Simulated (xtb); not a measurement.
C$_{7}$H$_{8}$O, charge -1, doublet, from a rough starting geometry (a state made from the parent by changing its charge; the spin is typed, not shown lowest); GFN2-xTB run with xtb.

xtb was given this input:
```
$ xtb mol.xyz --gfn 2 --chrg -1 --uhf 1 --opt vtight --json

# file mol.xyz
16

C     -2.43295112     0.05625789     0.26126996
C     -0.92841754     0.07120666     0.14207414
C     -0.08414785     0.63327143     0.90408941
C      1.27991960     0.63531746     0.79002290
C      1.75825324    -0.10777661    -0.34957137
O      3.12750513    -0.20586114    -0.58062815
C      0.93319635    -0.73609220    -1.15868500
C     -0.44414865    -0.70762286    -0.95514901
H     -2.93269382    -0.83586501    -0.06410687
H     -2.73988571     0.23272130     1.36864325
H     -2.85543681     0.96329583    -0.24371799
H     -0.49506365     1.21587270     1.84886685
H      1.93426152     1.15701300     1.49553023
H      3.60737232     0.34733513     0.11873551
H      1.33663523    -1.30062731    -1.98522297
H     -1.06195660    -1.26438654    -1.66623844
```

Question: Predict the main parts of the log of this xtb run.

Answer: 
```
   ID    Z sym.   atoms
    1    6 C      1-5, 7, 8
    2    8 O      6
    3    1 H      9-16

           -------------------------------------------------
          |                Calculation Setup                |
           -------------------------------------------------

           -------------------------------------------------
          |                 G F N 2 - x T B                 |
           -------------------------------------------------

          ...................................................
          :                      SETUP                      :
          :.................................................:
          :  # basis functions                  40          :
          :  # atomic orbitals                  40          :
          :  # shells                           24          :
          :  # electrons                        43          :
          :  max. iterations                   250          :
          :  Hamiltonian                  GFN2-xTB          :
          :  restarted?                      false          :
          :  GBSA solvation                  false          :
          :  PC potential                    false          :
          :  electronic temp.          300.0000000     K    :
          :  accuracy                    1.0000000          :
          :  -> integral cutoff          0.2500000E+02      :
          :  -> integral neglect         0.1000000E-07      :
          :  -> SCF convergence          0.1000000E-05 Eh   :
          :  -> wf. convergence          0.1000000E-03 e    :
          :  Broyden damping             0.4000000          :
          :  net charge                         -1          :
          :  unpaired electrons                  1          :
          ...................................................

 iter      E             dE          RMSdq      gap      omega  full diag
   1    -23.5433955 -0.235434E+02  0.344E+00    1.43       0.0  T
   2    -23.5822936 -0.388981E-01  0.203E+00    0.78       1.0  T
   3    -23.5834525 -0.115893E-02  0.108E+00    1.04       1.0  T
   4    -23.5874101 -0.395766E-02  0.536E-01    0.91       1.0  T
   5    -23.5890631 -0.165296E-02  0.103E-01    0.88       1.0  T
   6    -23.5890952 -0.320886E-04  0.546E-02    0.89       1.0  T
   7    -23.5891089 -0.137390E-04  0.271E-02    0.89       1.0  T
   8    -23.5891153 -0.636311E-05  0.914E-03    0.89       2.7  T
   9    -23.5891156 -0.327568E-06  0.326E-03    0.89       7.7  T
[...]
 * total energy  :   -23.2365036 Eh     change       -0.4772110E-06 Eh
 * total energy  :   -23.2365037 Eh     change       -0.1162625E-06 Eh
 * total energy  :   -23.2365039 Eh     change       -0.1445743E-06 Eh
 * total energy  :   -23.2365040 Eh     change       -0.1515984E-06 Eh
 * total energy  :   -23.2365042 Eh     change       -0.2077649E-06 Eh
 * total energy  :   -23.2365045 Eh     change       -0.2899491E-06 Eh
 * total energy  :   -23.2365048 Eh     change       -0.2833633E-06 Eh
 * total energy  :   -23.2365050 Eh     change       -0.2283348E-06 Eh
 * total energy  :   -23.2365052 Eh     change       -0.1895921E-06 Eh
 * total energy  :   -23.2365054 Eh     change       -0.1671733E-06 Eh
 * total energy  :   -23.2365055 Eh     change       -0.1533743E-06 Eh
 * total energy  :   -23.2365056 Eh     change       -0.5736114E-07 Eh
   *** GEOMETRY OPTIMIZATION CONVERGED AFTER 22 ITERATIONS ***
         :: total energy             -23.236505595554 Eh    ::
[...]

 ---------------------------------------------------------------------------
     #   Z sym  total        # sym  WBO       # sym  WBO       # sym  WBO
 ---------------------------------------------------------------------------
     1   6 C    3.989 --     2 C    1.000    10 H    0.987     9 H    0.986
                            11 H    0.980
     2   6 C    3.973 --     3 C    1.446     8 C    1.421     1 C    1.000
     3   6 C    3.876 --     2 C    1.446     4 C    1.200    12 H    0.969
                             8 C    0.137
     4   6 C    3.836 --     5 C    1.396     3 C    1.200    13 H    0.963
                             7 C    0.126
     5   6 C    3.898 --     7 C    1.434     4 C    1.396     6 O    0.964
     6   8 O    1.999 --     5 C    0.964    14 H    0.916
     7   6 C    3.875 --     5 C    1.434     8 C    1.202    15 H    0.972
                             4 C    0.126
     8   6 C    3.860 --     2 C    1.421     7 C    1.202    16 H    0.970
                             3 C    0.137
     9   1 H    1.000 --     1 C    0.986
    10   1 H    1.000 --     1 C    0.987
    11   1 H    1.000 --     1 C    0.980
    12   1 H    0.996 --     3 C    0.969
    13   1 H    0.995 --     4 C    0.963
    14   1 H    0.935 --     6 O    0.916
    15   1 H    0.998 --     7 C    0.972
    16   1 H    0.996 --     8 C    0.970
 ---------------------------------------------------------------------------

Topologies differ in total number of bonds
Writing topology from bond orders to xtbtopo.mol

molecular dipole:
                 x           y           z       tot (Debye)
 q only:       -0.947       0.257       0.483
   full:       -0.995       0.401       0.672       3.218
molecular quadrupole (traceless):
                xx          xy          yy          xz          yz          zz
 q only:       -6.363       2.134       5.282       4.374      -4.736       1.081
  q+dip:       -4.788       3.583       3.476       6.125      -1.739       1.311
   full:       -4.569       3.497       3.752       6.058      -2.753       0.817

optimized geometry written to: xtbopt.xyz

           -------------------------------------------------
          | TOTAL ENERGY              -23.236505595554 Eh   |
          | GRADIENT NORM               0.000029011474 Eh/α |
          | HOMO-LUMO GAP               0.515272825022 eV   |
           -------------------------------------------------

normal termination of xtb
```
